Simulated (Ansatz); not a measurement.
VSeF₃⁻. Charge -1, multiplicity 2. Geometry r2SCAN-D4/def2-SVP, that of the neutral singlet; atoms count from 1.

Cartesian coordinates in Å:
```
V -0.0610 0.0726 0.0021
Se 1.3233 -1.5638 -0.0402
F -1.4189 -0.3721 0.9305
F -0.5418 0.4340 -1.5922
F 0.6985 1.4293 0.6998
```

Problem. Estimate the Mulliken populations from the PBE0/def2-TZVPD orbitals of Ansatz.

Solution. 
| atom | charge (e) | spin (α − β) | d electrons |
| --- | --- | --- | --- |
| V1 | 1.60 | 1.05 | 3.14 |
| Se2 | -0.67 | -0.08 | – |
| F3 | -0.64 | 0.01 | – |
| F4 | -0.64 | 0.01 | – |
| F5 | -0.65 | 0.01 | – |
Mulliken values depend strongly on the basis. With diffuse functions, as here, like atoms can get unlike values, and bond orders can come out too low or too high.

Problem. Where does the spin sit?

Solution. Summed by element: V 1.05, Se -0.08, F 0.04, of 1 unpaired in all. Largest on single atoms: V1 1.05, Se2 -0.08, F3 0.01.

Problem. And the Mayer bond orders between heavy atoms (over 0.3)?

Solution. V1–Se2 1.84 (2.14 Å); V1–F3 0.55 (1.70 Å); V1–F4 0.54 (1.70 Å); V1–F5 0.55 (1.70 Å).
